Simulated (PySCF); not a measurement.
# How the method changes the shape and vibrations of ClH2NOSi

These are calculations, not measurements. They come from PySCF 2.14.0, an open-source quantum chemistry program, on an isolated molecule that a program drew, which may never have been made. The molecule is ClH2NOSi (charge 0, singlet), drawn as the SMILES string `N=[Si](O)Cl`.

The geometry was optimised and harmonic frequencies were computed with HF and MP2, all in the cc-pV(D+d)Z basis, for the commonest isotopes, with a restricted reference for singlets and an unrestricted one otherwise, and a frozen core in MP2. Each result is a local minimum of its method.

Geometry at the HF minimum:
```xyz
6
ClH2NOSi, angstrom
N    -0.4854   -1.3579   -2.4653
Si   -0.1541   -0.2619   -1.4201
O    -1.0282    0.9541   -0.8224
Cl    1.6760   -0.2062   -0.5471
H    -1.3538   -1.4713   -2.9502
H    -0.6637    1.5430   -0.1771
```

Lengths of the bonds as drawn, in Å (atoms numbered as above):
```
bond,HF,MP2
N1-Si2,1.550,1.595
Si2-O3,1.612,1.645
Si2-Cl4,2.028,2.037
N1-H5,1.001,1.024
O3-H6,0.947,0.968
```

Rotational constants, in GHz:
```
constant     HF    MP2
       A  7.274  6.915
       B  3.805   3.78
       C  2.498  2.444
```

Harmonic frequencies in cm^-1, each column in rising order, so a row needn't be the same motion in every method:
| rank | HF | MP2 |
|---|---|---|
| 1 | 273 | 254 |
| 2 | 310 | 278 |
| 3 | 331 | 283 |
| 4 | 386 | 327 |
| 5 | 556 | 550 |
| 6 | 593 | 552 |
| 7 | 616 | ? |
| 8 | 875 | 854 |
| 9 | 940 | 874 |
| 10 | 1325 | 1197 |
| 11 | 3868 | 3597 |
| 12 | 4162 | 3867 |

**Estimate the missing MP2 frequency from the HF column.**

A single factor s that minimises the squared misfit of MP2 against s times HF over the other rows is sum(HF x MP2) / sum(HF^2) = 0.9291, with an rms misfit of 23 cm^-1. For rank 7 it gives 0.9291 x 616 = 572 cm^-1. The calculation gives 652 cm^-1, 80 cm^-1 above the estimate. The drawn bonds are on average 2.0 % longer in MP2 than in HF.
